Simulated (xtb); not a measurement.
triplet silylene (H2Si), triplet, from a rough starting geometry; xtb with GFN2-xTB.

Here is a job for xtb.
```
$ xtb mol.xyz --gfn 2 --uhf 2 --opt vtight --json

# file mol.xyz
3

Si    -0.07454825     0.02880819     0.53830784
H     -0.01660696     1.26115796    -0.19469475
H     -0.01786067    -1.20965479    -0.25872034
```

It wrote (shortened):

```
   ID    Z sym.   atoms
    1   14 Si     1
    2    1 H      2, 3

           -------------------------------------------------
          |                Calculation Setup                |
           -------------------------------------------------

           -------------------------------------------------
          |                 G F N 2 - x T B                 |
           -------------------------------------------------

          ...................................................
          :                      SETUP                      :
          :.................................................:
          :  # basis functions                  12          :
          :  # atomic orbitals                  11          :
          :  # shells                            5          :
          :  # electrons                         6          :
          :  max. iterations                   250          :
          :  Hamiltonian                  GFN2-xTB          :
          :  restarted?                      false          :
          :  GBSA solvation                  false          :
          :  PC potential                    false          :
          :  electronic temp.          300.0000000     K    :
          :  accuracy                    1.0000000          :
          :  -> integral cutoff          0.2500000E+02      :
          :  -> integral neglect         0.1000000E-07      :
          :  -> SCF convergence          0.1000000E-05 Eh   :
          :  -> wf. convergence          0.1000000E-03 e    :
          :  Broyden damping             0.4000000          :
          :  net charge                          0          :
          :  unpaired electrons                  2          :
          ...................................................

 iter      E             dE          RMSdq      gap      omega  full diag
   1     -2.6249263 -0.262493E+01  0.312E+00    2.96       0.0  T
   2     -2.6275327 -0.260637E-02  0.196E+00    2.84       1.0  T
   3     -2.6277097 -0.176966E-03  0.531E-01    2.74       1.0  T
   4     -2.6277584 -0.487092E-04  0.200E-01    2.73       1.0  T
   5     -2.6277584 -0.297695E-07  0.215E-02    2.74       2.7  T
   6     -2.6277586 -0.147501E-06  0.125E-02    2.74       4.6  T
   7     -2.6277586 -0.267867E-08  0.531E-04    2.74     108.7  T
   8     -2.6277586 -0.128293E-09  0.263E-04    2.74     219.5  T

   *** convergence criteria satisfied after 8 iterations ***

 transition dipole moment (au) for excitation:           3           4
     X       Y       Z
   0.4276  -0.0010   0.0320  total (au/Debye):    0.429   1.090
 dE (eV)             :    1.223
 oscillator strength :  0.77915E-02

         :::::::::::::::::::::::::::::::::::::::::::::::::::::
         ::                     SUMMARY                     ::
         :::::::::::::::::::::::::::::::::::::::::::::::::::::
         :: total energy              -2.607582255138 Eh    ::
         :: gradient norm              0.017797683964 Eh/a0 ::
         :: HOMO-LUMO gap              2.736754377429 eV    ::
         ::.................................................::
         :: SCC energy                -2.627758554286 Eh    ::
         :: -> isotropic ES            0.000895678166 Eh    ::
         :: -> anisotropic ES         -0.000068200888 Eh    ::
         :: -> anisotropic XC          0.003811838076 Eh    ::
         :: -> dispersion             -0.000659251858 Eh    ::
         :: repulsion energy           0.020176299148 Eh    ::
         :: add. restraining           0.000000000000 Eh    ::
         :: total charge               0.000000000000 e     ::
         :::::::::::::::::::::::::::::::::::::::::::::::::::::

      -----------------------------------------------------------
     |                   =====================                   |
     |                        A N C O P T                        |
     |                   =====================                   |
[...]
 * total energy  :    -2.6075823 Eh     change       -0.4237055E-11 Eh
 * total energy  :    -2.6082825 Eh     change       -0.7002108E-03 Eh
 * total energy  :    -2.6083771 Eh     change       -0.9465389E-04 Eh
 * total energy  :    -2.6083785 Eh     change       -0.1429468E-05 Eh
 * total energy  :    -2.6083786 Eh     change       -0.5857245E-07 Eh
   *** GEOMETRY OPTIMIZATION CONVERGED AFTER 5 ITERATIONS ***
         :: total energy              -2.608378607876 Eh    ::
[...]
         :: gradient norm              0.000064091622 Eh/a0 ::
         :: HOMO-LUMO gap              2.929352911308 eV    ::
         ::.................................................::
         :: SCC energy                -2.630297621764 Eh    ::
         :: -> isotropic ES            0.000884230554 Eh    ::
         :: -> anisotropic ES         -0.000132463105 Eh    ::
         :: -> anisotropic XC          0.003844748191 Eh    ::
         :: -> dispersion             -0.000643354783 Eh    ::
         :: repulsion energy           0.021919013888 Eh    ::
         :: add. restraining           0.000000000000 Eh    ::
         :: total charge               0.000000000000 e     ::
         :::::::::::::::::::::::::::::::::::::::::::::::::::::

           -------------------------------------------------
          |                Property Printout                |
           -------------------------------------------------

    * Orbital Energies and Occupations

         #    Occupation            Energy/Eh            Energy/eV
      -------------------------------------------------------------
         1        2.0000           -0.6293109             -17.1244
         2        2.0000           -0.4220693             -11.4851
         3        1.0000           -0.2854715              -7.7681
         4        1.0000           -0.2465657              -6.7094 (HOMO)
         5                         -0.1389140              -3.7800 (LUMO)
         6                         -0.1361975              -3.7061
         7                         -0.0652635              -1.7759
         8                         -0.0625360              -1.7017
         9                         -0.0617374              -1.6800
        10                          0.6632454              18.0478
        11                          0.7070928              19.2410
      -------------------------------------------------------------
                  HL-Gap            0.1076517 Eh            2.9294 eV
             Fermi-level           -0.2732551 Eh           -7.4357 eV

     #   Z          covCN         q      C6AA      α(0)
     1  14 Si       1.846     0.130   197.329    29.853
     2   1 H        0.923    -0.065     4.484     3.312
     3   1 H        0.923    -0.065     4.484     3.311

 Mol. C6AA /au·bohr⁶  :        329.448170
 Mol. C8AA /au·bohr⁸  :      17688.645286
 Mol. α(0) /au        :         36.475611

Wiberg/Mayer (AO) data.
largest (>0.10) Wiberg bond orders for each atom

 ---------------------------------------------------------------------------
     #   Z sym  total        # sym  WBO       # sym  WBO       # sym  WBO
 ---------------------------------------------------------------------------
     1  14 Si   1.808 --     3 H    0.904     2 H    0.904
     2   1 H    0.990 --     1 Si   0.904
     3   1 H    0.990 --     1 Si   0.904
 ---------------------------------------------------------------------------

Topologies differ in total number of bonds
Writing topology from bond orders to xtbtopo.mol

molecular dipole:
                 x           y           z       tot (Debye)
 q only:       -0.013      -0.004       0.168
   full:        0.014       0.004      -0.187       0.476
molecular quadrupole (traceless):
                xx          xy          yy          xz          yz          zz
 q only:        0.333      -0.001      -0.797      -0.026      -0.016       0.464
  q+dip:       -0.388       0.001       0.811       0.021       0.014      -0.423
   full:       -0.365       0.002       0.495       0.001      -0.000      -0.129

optimized geometry written to: xtbopt.xyz

           -------------------------------------------------
          | TOTAL ENERGY               -2.608378607876 Eh   |
          | GRADIENT NORM               0.000064091622 Eh/α |
          | HOMO-LUMO GAP               2.929352911308 eV   |
           -------------------------------------------------
```
